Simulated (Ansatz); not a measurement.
Molecule: InCl₂, net charge 0, doublet state. It need not be the lowest isomer of its formula. 
Structure (B3LYP-D3(BJ)/def2-TZVP (Ansatz, a first-principles code) minimum search):
```xyz
3

In     0.3131    -0.0015     0.3760
Cl     1.1129     0.3574    -1.8430
Cl    -2.0154    -0.3530     0.7594
```
Charge 0, spin multiplicity 2.

Basis-set convergence of Hartree-Fock and MP2 correlation energies (hartree) with Ansatz. Correlated levels leave the core frozen unless marked. UHF or UKS for open shells. Spin-orbit coupling is left out. Frozen are the shells of the preceding noble gas and the d and f shells that filled before the atom's block. In def2 rows, elements after Kr have scalar-relativistic effective core potentials.

| basis | functions | E(HF) | E(corr, MP2) |
|---|---|---|---|
| def2-SVPD | 86 | -1108.03570 | -0.32598 |
| def2-TZVPPD | 158 | ? | ? |

Task: Complete the blanks.

Result: 
- def2-TZVPPD, E(HF): -1108.34199
- def2-TZVPPD, E(corr, MP2): -0.42312
